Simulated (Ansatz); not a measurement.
BH6InOSi at its PBE0-D4/def2-TZVP geometry, where that method's forces vanish. Charge 0, multiplicity 1. In takes the def2 core potential. The bonds changed during the relaxation, so this is another structure than the one it started from.

```xyz
10

B    -0.7255    0.3311   -0.4470
In   -1.6672    0.5332    1.8236
Si    0.9094   -0.6054    0.5368
O    -0.4658    0.3211   -1.8372
H    -0.8727    1.4975    0.0738
H    -1.8033   -0.2708   -0.2102
H     1.1906   -0.5269    2.0117
H     0.9652   -2.0550    0.2007
H     2.0876    0.0635   -0.0940
H     0.3816    0.7117   -2.0582
```

Task: What forces (eV/Å) does B3LYP-D4/def2-TZVPP give on these atoms in the Gaussian-basis code of Ansatz? (Best estimate.)

Result: Ansatz gave: 
```
B1  -0.144  0.018  0.059
In2 -0.206  0.061  0.313
Si3  0.238 -0.106 -0.005
O4   0.046  0.021 -0.098
H5   0.027 -0.081 -0.095
H6   0.105  0.050 -0.072
H7  -0.019 -0.005 -0.093
H8  -0.001  0.080  0.022
H9  -0.059 -0.043  0.038
H10  0.013  0.005 -0.069
```

B3LYP here is the variant with VWN-RPA as its local correlation; programs differ in this.
